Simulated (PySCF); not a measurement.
**Computed vibrations of [Eu(SH)4]−**

[Eu(SH)4]− (singlet in the valence; each metal's 4f electrons, 6 of them, lie in its core potential, out of spins and levels). PySCF 2.14.0, RKS B3LYP, Eu lcecp-1-SVP with ECP52, S def2-SVP, H def2-SVP; non-relativistic Hamiltonian with scalar-relativistic core potentials where named; density fitting; no spin-orbit coupling. Central differences of gradients.

```xyz
9

Eu    0.0000    0.0000    0.0000
S     1.4865    1.6229    1.5825
H     1.8871    0.5415    2.3011
S    -1.4865   -1.6229    1.5825
H    -1.8871   -0.5415    2.3011
S     1.6228   -1.4865   -1.5825
H     0.5413   -1.8874   -2.3007
S    -1.6228    1.4865   -1.5825
H    -0.5413    1.8874   -2.3007
```

Run from Python with OMP_NUM_THREADS=2. Where DIIS fails, smearing, a level shift and second-order steps follow.
It took 3.1 min on 2 threads of Intel(R) Xeon(R) Platinum 8375C CPU @ 2.90GHz (Ice Lake), on a shared host.

What are the harmonic wavenumbers and infrared intensities?

Negative numbers are unstable modes, those under 60 cm⁻¹ near the noise; a finer grid moves soft modes by up to 10 cm⁻¹.
```tsv
cm⁻¹	km/mol	symmetry
64	0.4	
66	0.0	
70	7.2	
70	7.2	
80	9.1	
134	13.3	
136	13.3	
200	0.1	
210	24.2	
256	0.0	
262	50.9	
262	50.9	
274	63.0	
410	0.0	
412	18.8	
412	18.7	
424	25.6	
2626	19.1	
2626	4.1	
2627	19.2	
2627	12.0
```

Is this a minimum?

Yes. Ideal gas at 298.15 K and 1 bar: S = 490.3 J/(mol K), Cp = 159.0 J/(mol K), H − H(0 K) = 34.8 kJ/mol (rigid rotor, harmonic modes, spin degeneracy alone, that of the 4f electrons in the core included).

An lcecp potential fixes the number of 4f electrons, so in runs with it no electron can move into or out of that shell.
